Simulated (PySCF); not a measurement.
Compound: C2H8GeO3S.
SMILES: `CS(=O)(=O)C[O][GeH3]`

Vertical excitations from PySCF (density fitting, frozen core in the response, grid level 2 and gas phase unless stated; continuum runs use non-equilibrium linear response for the excitations) on a GFN2-xTB geometry. Reference run:

```
                                 settings    S1, eV (f)    S2, eV (f)    S3, eV (f)    S4, eV (f)    S5, eV (f)    S6, eV (f)  T1, eV (Tamm–Dancoff)  mean α (au)
wB97X-D/def2-SVPD, full TDDFT, 8 singlets  7.24 (0.005)  7.63 (0.013)  7.72 (0.006)  7.86 (0.042)  8.09 (0.040)  8.28 (0.044)                   6.91         82.7
```

Problem. What do these settings give: PBE0/def2-SVPD, full TDDFT, 1 singlet?

Solution. 
```csv
settings,"S1, eV (f)","S2, eV (f)","S3, eV (f)","S4, eV (f)","S5, eV (f)","S6, eV (f)","T1, eV (Tamm–Dancoff)",mean α (au)
"PBE0/def2-SVPD, full TDDFT, 1 singlet",6.84 (0.006),–,–,–,–,–,–,83.6
```

S1 moves by -0.40 eV (PBE0 has 25 % exact exchange, wB97X-D range-separated exact exchange). States are counted by energy in each run and needn't keep their character from row to row.

Problem. Give the leading configurations of S1 (H = HOMO, L = LUMO) and the HOMO–LUMO gap of each run.

Solution. 
```json
{"settings": "wB97X-D/def2-SVPD, full TDDFT, 8 singlets", "S1 configurations (weight)": "H→L+1 0.48, H→L 0.22", "S1 (eV)": "7.24", "orbital gap (eV)": "11.66", "S1 − gap (eV)": "-4.42"}
{"settings": "PBE0/def2-SVPD, full TDDFT, 1 singlet", "S1 configurations (weight)": "H→L 0.84", "S1 (eV)": "6.84", "orbital gap (eV)": "8.14", "S1 − gap (eV)": "-1.30"}
```

 The wB97X-D/def2-SVPD calculation is non-relativistic and has no spin–orbit coupling, an omission that weighs most on germanium.

Conformer computed: `[CH3:1][S:2](=[O:3])(=[O:4])[CH2:5][O:6][GeH3:7]`: C1–S2–C5–O6 69°, S2–C5–O6–Ge7 35°.

One conformer stands for the species.
